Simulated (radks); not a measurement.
Q: These are the eigenvalues of the occupied orbitals of an atom or ion with whole-number occupations (hartree). Method: scalar-relativistic Kohn-Sham, exchange-only LDA, spin-polarised, spherical densities, finite nucleus; Fermi nuclear charge, rms radius of each element as measured or else 0.836 A^(1/3) + 0.57 fm; computed with a radial shooting solver on a logarithmic mesh with Libxc functionals.

1s: -324.8520
2s: -39.21882
2p: -33.92742
3s: -4.46079
3p: -2.91424
3d: -0.46396

Which element is it, and in what charge state? The configuration may be excited. Open shells, if any, are filled with parallel spins first.

A: Z = 29, copper, charge +1: Cu+ in [Ar] 3d10. The list shows which subshells hold electrons but not how many an open one holds; the 1s level, -324.85 hartree, gives Z - s = 25.5 by -(Z - s)^2/2, which with screening and relativity narrows Z to a few neighbours, and the depths of the outer levels then fix element, charge and occupations together.
